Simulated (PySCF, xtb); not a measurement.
C2H5BO3, SMILES CB(O)C(=O)O.

xtb 6.7.1 with GFN2-xTB at its own geometry gives an orbital gap of 3.36 eV and a dipole moment of 0.98 D.

The structure is a stationary point at B3LYP-D3(BJ)/def2-SVP. This is a generated structure with no PubChem entry under its InChIKey; it may be hypothetical. Other conformers were not sampled.

What does PySCF with M06-2X/def2-TZVP give? (The exact figures need the calculation; the answer reports its results.)

gap 9.14 eV (levels -9.70 and -0.56 eV), dipole 1.44 D.
